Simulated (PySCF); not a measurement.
Isomers of C8H9FS, from PBE0-D3(BJ)/def2-SVP geometry optimisation, gas phase in PySCF. One conformer each, no zero-point energy, no frequencies.

Problem. Which is lower in electronic energy at this level?
A. `[CH3:1][S:2][c:3]1[cH:4][cH:5][c:6]([CH2:7][F:8])[cH:9][cH:10]1` with C1–S2–C3–C4 180°, C5–C6–C7–F8 -177°: A = 3323, B = 536.4, C = 464.7 MHz, dipole 0.63 D
B. `[CH:1]#[C:2][C@@H:3]1[C@H:4]2[CH2:5][CH2:6][C@:7]1([SH:8])[C@@H:9]2[F:10]` with C6–C7–S8–H -52°: A = 1433, B = 1136, C = 876.5 MHz, dipole 1.36 D

Solution. A. That is `CSc1ccc(CF)cc1`, 59.2 kcal/mol below the other.

```json
{"SMILES": "CSc1ccc(CF)cc1", "mapped SMILES": "[CH3:1][S:2][c:3]1[cH:4][cH:5][c:6]([CH2:7][F:8])[cH:9][cH:10]1", "E (Eh)": "-807.28854", "relative (kcal/mol)": "0.0", "relative (kJ/mol)": "0.0", "dipole (D)": "0.63"}
{"SMILES": "C#C[C@@H]1[C@H]2CC[C@]1(S)[C@@H]2F", "mapped SMILES": "[CH:1]#[C:2][C@@H:3]1[C@H:4]2[CH2:5][CH2:6][C@:7]1([SH:8])[C@@H:9]2[F:10]", "E (Eh)": "-807.19417", "relative (kcal/mol)": "59.2", "relative (kJ/mol)": "247.8", "dipole (D)": "1.36"}
```

As drawn, the lower has an aromatic ring, which the higher lacks; the higher has a four-membered ring, a C≡C bond and an S–H bond, which the lower lacks.
